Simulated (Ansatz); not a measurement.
## Worked example: C3H7Cl + C2H5I → C3H7I + C2H5Cl

Species: C3H7Cl (1-chloropropane) `CCCCl`, singlet; C2H5I (iodoethane) `CCI`, singlet; C3H7I (1-iodopropane) `CCCI`, singlet; C2H5Cl (chloroethane) `CCCl`, singlet. The partners trade Cl for I; both sit on C, so the bond types are kept.

Shapes, held fixed at every level: PBE0-D4/def2-TZVP. Flexible molecules stand in one conformer, not always the lowest. Programs: Ansatz 0.2.0. Electronic energies: no zero-point or thermal term.

At CCSD(T)/def2-TZVPP; 1 Eh = 2625.50 kJ/mol:

| species | energy (Eh) |
| --- | --- |
| C3H7Cl | -578.044631 |
| C2H5I | -376.217188 |
| C3H7I | -415.458076 |
| C2H5Cl | -538.804039 |

Work out ΔE of the reaction at this level.


1. Products less reactants: (-415.458076) + (-538.804039) − [(-578.044631) + (-376.217188)] = -0.000296 Eh = -0.8 kJ/mol.

Other levels give -1.4 (MP2/def2-TZVPP) to -0.4 kJ/mol (wB97M-V/def2-TZVPP). No measured value is set beside it here. For atoms past krypton def2 sets carry core potentials with scalar relativity. Outer-core shells of I are correlated, in sets that cover them unevenly. That is about zero within the method's error.
